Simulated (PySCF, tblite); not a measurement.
C2H11NOSi2.
SMILES: `CCO[SiH2]N[SiH3]`

Jobs on this species (17 atoms, 66 electrons) with PySCF (density fitting) and tblite. Hardware of each: Arm Neoverse V1, one thread, shared host. Times come from a shared host and carry two figures at best.

Question: Rank these jobs by wall time, shortest first.
A. GFN2-xTB; Hessian by finite differences
B. CAM-B3LYP/def2-SVPD; 8 singlets by full TDDFT, 3 Tamm–Dancoff triplets, polarisability, density and orbital grids written; 219 basis functions
C. PBE0/pcSseg-1; shieldings, charges and field gradients; 171 basis functions
D. GFN2-xTB; L-BFGS relaxation

Answer: A (0.58 s), D (1.1 s), C (24 s), B (61 s).

All jobs:

| level and settings | work | basis functions | SCF cycles | wall time |
| --- | --- | --- | --- | --- |
| GFN2-xTB | Hessian by finite differences | – | – | 0.58 s |
| GFN2-xTB | L-BFGS relaxation | – | – | 1.1 s |
| PBE0/pcSseg-1 | shieldings, charges and field gradients | 171 | 13 | 24 s |
| CAM-B3LYP/def2-SVPD | 8 singlets by full TDDFT, 3 Tamm–Dancoff triplets, polarisability, density and orbital grids written | 219 | 13 | 61 s |

What do all jobs in the table cost together?

About 87 s; the longest takes about 70 % of that, and about 110 times as long as the shortest.
